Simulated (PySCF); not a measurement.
Ge(Br)3(Et), SMILES C[CH2][Ge]([Br])([Br])[Br] (C2H5Br3Ge) (CAM-B3LYP/def2-SVP optimised geometry):

```
11

C     -1.046    -2.013    -1.625
C     -1.479    -0.553    -1.552
Ge    -0.790     0.394     0.000
Br     1.515     0.394     0.000
Br    -1.515     2.579     0.000
Br    -1.502    -0.609     1.949
H      0.049    -2.106    -1.682
H     -1.387    -2.579    -0.746
H     -1.470    -2.495    -2.518
H     -2.574    -0.450    -1.501
H     -1.139     0.022    -2.427
```

Level of theory: CAM-B3LYP/def2-TZVP (PySCF).

Question: What are the frontier orbital energies and the dipole moment?

Answer: HOMO-2 -9.91 eV, HOMO-1 -9.80 eV, HOMO -9.70 eV, LUMO -0.83 eV, LUMO+1 1.04 eV; dipole moment 2.69 D.

On the same geometry PySCF with PBE/def2-TZVP gives HOMO-2 -7.31 eV, HOMO-1 -7.28 eV, HOMO -7.09 eV, LUMO -2.68 eV, LUMO+1 -0.85 eV; dipole moment 2.64 D.

Meta-Löwdin charges at CAM-B3LYP/def2-TZVP: C1 -0.32, C2 -0.38, Ge3 0.82, Br4 -0.25, Br5 -0.24, Br6 -0.25, H7 0.12, H8 0.12, H9 0.12, H10 0.13, H11 0.13.
